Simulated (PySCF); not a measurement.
## Nonlinear optical response: SMILES C1=CC(=Cn2cccc2)C=C1, C$_{10}$H$_{9}$N

Molfile (atoms numbered from 1):
```
C10H9N
     RDKit          3D

 20 21  0  0  0  0  0  0  0  0999 V2000
    2.9536    1.4340   -0.1487 C   0  0  0  0  0  0  0  0  0  0  0  0
    1.6106    1.2645   -0.2980 C   0  0  0  0  0  0  0  0  0  0  0  0
    1.2879   -0.0891    0.1442 C   0  0  0  0  0  0  0  0  0  0  0  0
    0.1130   -0.7670    0.2214 C   0  0  0  0  0  0  0  0  0  0  0  0
   -1.1431   -0.3932   -0.2016 N   0  0  0  0  0  0  0  0  0  0  0  0
   -1.4992    0.6341   -1.0567 C   0  0  0  0  0  0  0  0  0  0  0  0
   -2.8627    0.6320   -1.1839 C   0  0  0  0  0  0  0  0  0  0  0  0
   -3.3711   -0.4348   -0.3782 C   0  0  0  0  0  0  0  0  0  0  0  0
   -2.2963   -1.0496    0.2017 C   0  0  0  0  0  0  0  0  0  0  0  0
    2.5493   -0.6993    0.5706 C   0  0  0  0  0  0  0  0  0  0  0  0
    3.5414    0.2094    0.3819 C   0  0  0  0  0  0  0  0  0  0  0  0
    3.5077    2.3474   -0.3698 H   0  0  0  0  0  0  0  0  0  0  0  0
    0.9045    2.0229   -0.6268 H   0  0  0  0  0  0  0  0  0  0  0  0
    0.1216   -1.7598    0.6799 H   0  0  0  0  0  0  0  0  0  0  0  0
   -0.7432    1.2415   -1.5415 H   0  0  0  0  0  0  0  0  0  0  0  0
   -3.4412    1.3117   -1.8064 H   0  0  0  0  0  0  0  0  0  0  0  0
   -4.4139   -0.7170   -0.2492 H   0  0  0  0  0  0  0  0  0  0  0  0
   -2.2344   -1.8909    0.8883 H   0  0  0  0  0  0  0  0  0  0  0  0
    2.6448   -1.7168    0.9499 H   0  0  0  0  0  0  0  0  0  0  0  0
    4.6010    0.0638    0.5936 H   0  0  0  0  0  0  0  0  0  0  0  0
  1  2  2  0
  2  3  1  0
  3  4  2  3
  4  5  1  0
  5  6  1  0
  6  7  2  0
  7  8  1  0
  8  9  2  0
  3 10  1  0
 10 11  2  0
 11  1  1  0
  9  5  1  0
  1 12  1  0
  2 13  1  0
  4 14  1  0
  6 15  1  0
  7 16  1  0
  8 17  1  0
  9 18  1  0
 10 19  1  0
 11 20  1  0
M  END
```

The calculation used PySCF, quadratic response CAM-B3LYP/def2-SVPD first hyperpolarisability, Taylor convention, gas phase. Geometry: PBE0-D3(BJ)/def2-SVP.

Task: Give β for the processes computed.

Result: In au, Taylor convention; the vector part is βᵢ = ⅓ Σⱼ (βᵢⱼⱼ + βⱼᵢⱼ + βⱼⱼᵢ); β∥ is 3/5 of the vector part along the dipole, the dipole points from − to +:
```tsv
process	λ (nm)	β vector norm	β∥	β HRS	depolarisation ratio
static β(0;0,0)	∞	1102.8	458.0	456.4	5.00
second harmonic β(−2ω;ω,ω)	1907	1263.1	530.3	522.6	4.99
Pockels β(−ω;ω,0)	1907	1152.5	480.4	–	–
second harmonic β(−2ω;ω,ω)	1064	1783.0	767.6	737.8	4.90
Pockels β(−ω;ω,0)	1064	1275.8	536.0	–	–
```

Task: Which lowest excitations, dipole and polarisabilities go with it?

Result: S1 3.43 eV (f = 0.007); S2 4.24 eV (f = 0.574); S3 4.39 eV (f = 0.183); dipole 1.22 D; isotropic α 137.3 au static, 138.4 au at 1907 nm, 140.9 au at 1064 nm, 141.8 au at 953.5 nm, 155.0 au at 532 nm.
